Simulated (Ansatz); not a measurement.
Geometry optimisation, Ansatz, RKS LDA/cc-pVDZ.

input.yaml

```yaml
crystal:
  periodic: [false, false, false]
  atoms:
    - { symbol: O, position_ang: [-0.17567, 1.34882, -0.93255] }
    - { symbol: C, position_ang: [-0.02853, 0.06746, -0.04554] }
    - { symbol: C, position_ang: [1.05435, -0.63704, -0.11053] }
    - { symbol: Na, position_ang: [2.7474, 0.10923, -1.58395] }
    - { symbol: H, position_ang: [-1.01491, 1.7463, -0.68237] }
    - { symbol: H, position_ang: [-1.01309, 0.03956, 0.51711] }
total_charge: -1
basis:
  gaussian: { orbitals: cc-pVDZ }
hamiltonian:
  xc: lda
relax:
  f_tol: 0.015
  max_steps: 40
```

Run as:

```bash
$ ansatz run input.yaml --threads 1 --pin off --max-ram 2048MiB --backend cpu --events-out ev --progress --plain --runs-dir out
```

**Question.** Where does it end, and by what steps?

**Answer.** The run converged. Limits of this set-up: an anion without diffuse functions. After 19 steps the energy has fallen by 0.622 eV; Na4 moved furthest, 0.86 Å. Joined: O1–Na4 (3.24 → 2.23 Å), C2–Na4 (3.17 → 2.57 Å).

```
step  energy less start (eV)  largest force component (eV/Å)  accepted
   0                  0.0000                           2.839       yes
   1                 -0.2327                           1.638       yes
   2                 -0.4226                           0.508       yes
   3                 -0.4938                           1.133       yes
   4                 -0.5505                           0.957       yes
   5                 -0.5673                           0.508       yes
   6                 -0.5848                           0.210       yes
   7                 -0.5898                           0.135       yes
   8                 -0.5927                           0.134       yes
   9                 -0.5926                           0.501        no
  10                 -0.5984                           0.137       yes
  11                 -0.5995                           0.593       yes
  12                 -0.6168                           0.086       yes
  13                 -0.6091                           0.359        no
  14                 -0.6193                           0.071       yes
  15                 -0.6207                           0.110       yes
  16                 -0.6214                           0.059       yes
  17                 -0.6215                           0.025       yes
  18                 -0.6215                           0.016       yes
  19                 -0.6216                           0.012       yes
```

```xyz
6
Properties=species:S:1:pos:R:3
O -0.124 1.027 -1.154
C -0.013 0.002 -0.069
C 1.055 -0.740 0.190
Na 2.025 0.582 -1.525
H -0.361 1.881 -0.711
H -1.012 -0.077 0.431
```

Whether the end is a true minimum wasn't checked by a vibrational analysis.

Time of the run: 60 s on 1 thread of Intel(R) Xeon(R) Processor @ 2.50GHz (Skylake/Cascade Lake), with other jobs on the host, peak memory 0.15 GiB.
